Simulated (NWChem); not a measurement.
System: PbO, singlet; SMILES [O]=[Pb]

Output (shortened):

```
             Northwest Computational Chemistry Package (NWChem) 7.3.0
             --------------------------------------------------------

 ORDER OF PRIMARY AXIS IS BEING SET TO 4
 C4V symmetry detected

                             Geometry "geometry" -> ""
                             -------------------------

 Output coordinates in angstroms (scale by  1.889725989 to convert to a.u.)

  No.       Tag          Charge          X              Y              Z
 ---- ---------------- ---------- -------------- -------------- --------------
    1 Pb                  82.0000     0.00000000     0.00000000    -0.16921502
    2 O                    8.0000     0.00000000     0.00000000     1.73445398

 Effective nuclear repulsion energy (a.u.)     182.3532743055

      Symmetry information
      --------------------

 Group name             C4v
 Group number             18
 Group order               8
 No. of unique centers     2

                                Z-matrix (autoz)
                                --------

 Units are Angstrom for bonds and degrees for angles

      Type          Name      I     J     K     L     M      Value
      ----------- --------  ----- ----- ----- ----- ----- ----------
    1 Stretch                  1     2                       1.90367

                           NWChem Geometry Optimization
                           ----------------------------

 maximum gradient threshold         (gmax) =   0.000450
 rms gradient threshold             (grms) =   0.000300
 maximum cartesian step threshold   (xmax) =   0.001800
 rms cartesian step threshold       (xrms) =   0.001200
 fixed trust radius                (trust) =   0.300000
 source of zmatrix                         =   autoz

          -------------------
          Energy Minimization
          -------------------

 Using diagonal initial Hessian
 Scaling for Hessian diagonals: bonds = 1.00  angles = 0.25  torsions = 0.10

          --------
          Step   0

                                 NWChem DFT Module
                                 -----------------

 Summary of "ao basis" -> "ao basis" (spherical)
 ------------------------------------------------------------------------------
       Tag                 Description            Shells   Functions and Types
 ---------------- ------------------------------  ------  ---------------------
 Pb                        def2-tzvp                16       50   6s5p3d2f
 O                         def2-tzvp                11       31   5s3p2d1f

      Symmetry analysis of basis
      --------------------------

        a1         27
        a2          0
        b1          8
        b2          8
        e          38

            General Information
            -------------------
          SCF calculation type: DFT
          Wavefunction type:  closed shell.
          No. of atoms     :     2
          No. of electrons :    30
           Alpha electrons :    15
            Beta electrons :    15
          Charge           :     0
          Spin multiplicity:     1
          Use of symmetry is: on ; symmetry adaption is: on
          Maximum number of iterations: 150
          AO basis - number of functions:    81
                     number of shells:    27
          Convergence on energy requested:  1.00D-06
          Convergence on density requested:  1.00D-05
          Convergence on gradient requested:  5.00D-04

              XC Information
              --------------
                         B3LYP Method XC Potential
                     Hartree-Fock (Exact) Exchange  0.200
                        Slater Exchange Functional  0.800 local
                    Becke 1988 Exchange Functional  0.720 non-local
              Lee-Yang-Parr Correlation Functional  0.810
                  VWN I RPA Correlation Functional  0.190 local

             Grid Information
             ----------------
          Grid used for XC integration:  medium
          Radial quadrature: Mura-Knowles
          Angular quadrature: Lebedev.
          Tag              B.-S. Rad. Rad. Pts. Rad. Cut. Ang. Pts.
          ---              ---------- --------- --------- ---------
          Pb                  1.80      123           8.0       590
          O                   0.60       49           8.0       434
          Grid pruning is: on
          Number of quadrature shells:   172
          Spatial weights used:  Erf1

      Superposition of Atomic Density Guess
      -------------------------------------

 Sum of atomic energies:        -294.14493010

      Non-variational initial energy
      ------------------------------

 Total energy =    -266.402183
 1-e energy   =    -536.429365
 2-e energy   =     221.103132
 HOMO         =      -0.351688
 LUMO         =      -0.045649

      Symmetry analysis of molecular orbitals - initial
      -------------------------------------------------

 !! scf_movecs_sym_adapt:   16 vectors were symmetry contaminated

  Symmetry fudging

 !! scf_movecs_sym_adapt:   16 vectors were symmetry contaminated

  Numbering of irreducible representations:

     1 a1          2 a2          3 b1          4 b2          5 e

  Orbital symmetries:

     1 a1          2 a1          3 a1          4 e           5 e
     6 a1          7 e           8 e           9 b2         10 b1
    11 a1         12 a1         13 e          14 e          15 a1
    16 e          17 e          18 a1         19 e          20 e
    21 a1         22 b1         23 b2         24 a1         25 e

   convergence    iter        energy       DeltaE   RMS-Dens  Diis-err
 ---------------- ----- ----------------- --------- --------- ---------
 d= 0,ls=0.0,diis     1   -267.9119936381 -3.17D+02  5.16D-02  1.87D+00
 d= 0,ls=0.0,diis     2   -262.1693195095  5.74D+00  4.47D-02  2.58D+01
 d= 0,ls=0.0,diis     3   -268.1743895807 -6.01D+00  3.13D-03  7.38D-02
 d= 0,ls=0.0,diis     4   -268.1702159154  4.17D-03  1.36D-03  1.28D-01
 d= 0,ls=0.0,diis     5   -268.1808784814 -1.07D-02  3.35D-04  1.22D-02
  Resetting Diis
 d= 0,ls=0.0,diis     6   -268.1819201875 -1.04D-03  1.96D-04  2.35D-03
 d= 0,ls=0.0,diis     7   -268.1821352505 -2.15D-04  6.21D-04  4.68D-04
 d= 0,ls=0.0,diis     8   -268.1810322600  1.10D-03  4.86D-04  1.10D-02
 d= 0,ls=0.0,diis     9   -268.1821879511 -1.16D-03  2.54D-05  1.29D-05
 d= 0,ls=0.0,diis    10   -268.1821892739 -1.32D-06  5.38D-06  9.36D-07
 d= 0,ls=0.0,diis    11   -268.1821893828 -1.09D-07  7.35D-07  9.55D-09

         Total DFT energy =     -268.182189382830
      One electron energy =     -537.924483158280
           Coulomb energy =      245.494189258137
    Exchange-Corr. energy =      -24.675944686591
 Nuclear repulsion energy =       48.924049203904

 Numeric. integr. density =       30.000001078303

                  Occupations of the irreducible representations
                  ----------------------------------------------

                     irrep           alpha         beta
                     --------     --------     --------
                     a1                7.0          7.0
                     a2                0.0          0.0
                     b1                1.0          1.0
                     b2                1.0          1.0
                     e                 6.0          6.0

                       DFT Final Molecular Orbital Analysis
                       ------------------------------------

 Vector   13  Occ=2.000000D+00  E=-2.659262D-01  Symmetry=e
              MO Center= -1.3D-16, -3.5D-16,  1.4D+00, r^2= 1.5D+00
   Bfn.  Coefficient  Atom+Function         Bfn.  Coefficient  Atom+Function
  ----- ------------  ---------------      ----- ------------  ---------------
    57      0.315845  2 O  py                56     -0.274237  2 O  px
    60      0.259526  2 O  py                59     -0.225338  2 O  px
    63      0.202211  2 O  py                62     -0.175573  2 O  px
    17      0.146892  1 Pb py                11     -0.143995  1 Pb py
    16     -0.127541  1 Pb px                10      0.125026  1 Pb px

 Vector   14  Occ=2.000000D+00  E=-2.659262D-01  Symmetry=e
              MO Center=  1.6D-15, -1.5D-14,  1.4D+00, r^2= 1.5D+00
   Bfn.  Coefficient  Atom+Function         Bfn.  Coefficient  Atom+Function
  ----- ------------  ---------------      ----- ------------  ---------------
    56      0.315845  2 O  px                57      0.274237  2 O  py
    59      0.259526  2 O  px                60      0.225338  2 O  py
    62      0.202211  2 O  px                63      0.175573  2 O  py
    16      0.146892  1 Pb px                10     -0.143995  1 Pb px
    17      0.127541  1 Pb py                11     -0.125026  1 Pb py

 Vector   15  Occ=2.000000D+00  E=-2.617236D-01  Symmetry=a1
              MO Center=  1.9D-14, -8.0D-15,  8.4D-01, r^2= 2.8D+00
   Bfn.  Coefficient  Atom+Function         Bfn.  Coefficient  Atom+Function
  ----- ------------  ---------------      ----- ------------  ---------------
    58      0.393084  2 O  pz                 6      0.372513  1 Pb s
    61      0.318273  2 O  pz                12      0.303536  1 Pb pz
    64      0.259297  2 O  pz                15     -0.248380  1 Pb pz
    18     -0.204503  1 Pb pz                 3     -0.145538  1 Pb s
    24      0.145485  1 Pb d  0               5      0.103593  1 Pb s

 Vector   16  Occ=0.000000D+00  E=-8.976558D-02  Symmetry=e
              MO Center= -6.6D-15,  2.7D-15, -6.6D-02, r^2= 4.0D+00
   Bfn.  Coefficient  Atom+Function         Bfn.  Coefficient  Atom+Function
  ----- ------------  ---------------      ----- ------------  ---------------
    16      0.418051  1 Pb px                19      0.311468  1 Pb px
    10     -0.301032  1 Pb px                17     -0.264778  1 Pb py
    13      0.235449  1 Pb px                20     -0.197273  1 Pb py
    11      0.190663  1 Pb py                56     -0.187913  2 O  px
    62     -0.176496  2 O  px                14     -0.149125  1 Pb py

[...]

      ----------------------
      Optimization converged
      ----------------------

  Step       Energy      Delta E   Gmax     Grms     Xrms     Xmax
  ---- ---------------- -------- -------- -------- -------- --------
@    2    -268.18238439 -1.4D-07  0.00002  0.00002  0.00026  0.00044
                                     ok       ok       ok       ok

                                Z-matrix (autoz)
                                --------

 Units are Angstrom for bonds and degrees for angles

      Type          Name      I     J     K     L     M      Value     Gradient
      ----------- --------  ----- ----- ----- ----- ----- ---------- ----------
    1 Stretch                  1     2                       1.92167   -0.00002

                         Geometry "geometry" -> "geometry"
                         ---------------------------------

 Output coordinates in angstroms (scale by  1.889725989 to convert to a.u.)

  No.       Tag          Charge          X              Y              Z
 ---- ---------------- ---------- -------------- -------------- --------------
    1 Pb                  82.0000     0.00000000     0.00000000    -0.17821480
    2 O                    8.0000     0.00000000     0.00000000     1.74345375

 Effective nuclear repulsion energy (a.u.)     180.6452390518

      Symmetry information
      --------------------

 Group name             C4v
 Group number             18
 Group order               8
 No. of unique centers     2

                Final and change from initial internal coordinates
                --------------------------------------------------

                                Z-matrix (autoz)
                                --------

 Units are Angstrom for bonds and degrees for angles

      Type          Name      I     J     K     L     M      Value       Change
      ----------- --------  ----- ----- ----- ----- ----- ---------- ----------
    1 Stretch                  1     2                       1.92167    0.01800

 ==============================================================================
                                internuclear distances
 ------------------------------------------------------------------------------
       center one      |      center two      | atomic units |  angstroms
 ------------------------------------------------------------------------------
    2 O                |   1 Pb               |     3.63143  |     1.92167
 ------------------------------------------------------------------------------
                         number of included internuclear distances:          1
 ==============================================================================

[second-derivative integrals and response iterations left out]

  Vibrational analysis via the FX method

  See chapter 2 in "Molecular Vibrations" by Wilson, Decius and Cross

  Vib: Default input used

 ---------------------------- Atom information ----------------------------
     atom    #        X              Y              Z            mass
 --------------------------------------------------------------------------
    Pb       1  0.0000000D+00  0.0000000D+00 -3.3677714D-01  2.0797660D+02
    O        2  0.0000000D+00  0.0000000D+00  3.2946499D+00  1.5994910D+01
 --------------------------------------------------------------------------

[unprojected Hessian and modes left out]

        Vibrational analysis via the FX method
  --- with translations and rotations projected out ---
  --- via the Eckart algorithm                      ---
 Dependent rotation vector no.                    3
  found in ECKART; assuming linear geometry
 Projected Nuclear Hessian trans-rot subspace norm:6.9333D-33
                         (should be close to zero!)

[projected Hessian left out]

 Rotational Constants
 --------------------
 A=   0.000000 cm-1  (  0.000000 K)
 B=   0.307355 cm-1  (  0.442205 K)
 C=   0.307355 cm-1  (  0.442205 K)

 Temperature                      =   298.15K
 frequency scaling parameter      =   1.0000

 Linear Molecule

 Zero-Point correction to Energy  =    1.086 kcal/mol  (  0.001731 au)
 Thermal correction to Energy     =    2.624 kcal/mol  (  0.004181 au)
 Thermal correction to Enthalpy   =    3.216 kcal/mol  (  0.005125 au)

 Total Entropy                    =   57.269 cal/mol-K
   - Translational                =   42.103 cal/mol-K (mol. weight = 223.9715)
   - Rotational                   =   14.924 cal/mol-K (symmetry #  =        1)
   - Vibrational                  =    0.242 cal/mol-K

 Cv (constant volume heat capacity) =    5.684 cal/mol-K
   - Translational                  =    2.979 cal/mol-K
   - Rotational                     =    1.986 cal/mol-K
   - Vibrational                    =    0.718 cal/mol-K

[normal modes left out]

 ----------------------------------------------------------------------------
 Normal Eigenvalue ||           Projected Infra Red Intensities
  Mode   [cm**-1]  || [atomic units] [(debye/angs)**2] [(KM/mol)] [arbitrary]
 ------ ---------- || -------------- ----------------- ---------- -----------
    1       -0.000 ||    0.013181           0.304        12.850       6.692
    2        0.000 ||    0.001243           0.029         1.211       0.631
    3        0.000 ||    0.016158           0.373        15.751       8.203
    4        0.000 ||    0.004219           0.097         4.113       2.142
    5        0.000 ||    0.000000           0.000         0.000       0.000
    6      760.308 ||    0.083386           1.924        81.289      42.333
 ----------------------------------------------------------------------------
```

Level: B3LYP/def2-TZVP with def2 effective core potentials on Pb. Low-valent species are run as closed-shell singlets; no triplet was tried in these runs. def2 effective core potentials on Pb; no spin-orbit coupling.

**Question.** Reconstruct the input file.

**Answer.** This is not unique; one that fits is the input that was run:
```
start job
memory heap 200 mb stack 900 mb global 1100 mb
geometry units angstroms
  Pb     0.000000     0.000000    -0.162655
  O      0.000000     0.000000     1.741014
end
basis spherical
  * library def2-tzvp
end
ecp
  Pb library def2-ecp
end
dft
  xc b3lyp
  iterations 150
end
driver
  maxiter 120
end
task dft optimize
dft
  grid fine
  convergence energy 1d-8 density 1d-7
end
task dft freq numerical
```
